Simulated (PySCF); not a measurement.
Input for PySCF: R-HF/3-21G on CH6AlN (SMILES C[NH][AlH2]), a point of a bond scan (R = 1.578 Å).

```python
from pyscf import gto, scf, dft, mp
from pyscf.data.elements import chemcore

mol = gto.M(
    atom='''
    Al   -0.09554821    0.21230625    1.21055513
    H    -1.27978180    0.73324267    2.11343286
    H     1.33950148   -0.17605091    1.73948491
    N    -0.40101281    0.05181869   -0.52668088
    C     0.50358135   -0.39974265   -1.57473334
    H    -1.31058521    0.29300099   -0.89512944
    H     0.67412933    0.37093819   -2.33410790
    H     0.13147088   -1.29475018   -2.08481235
    H     1.47299368   -0.65063692   -1.14091851
    ''',
    basis='3-21g',
    charge=0, spin=0, verbose=3, max_memory=1800)
mf = scf.RHF(mol)
mf.conv_tol = 1e-8
mf.max_cycle = 100
mf.kernel()
if not mf.converged:
    mf = mf.newton().run(mf.mo_coeff, mf.mo_occ)
```

Problem. Give the final energy of this run.

Solution. -335.8796 hartree.
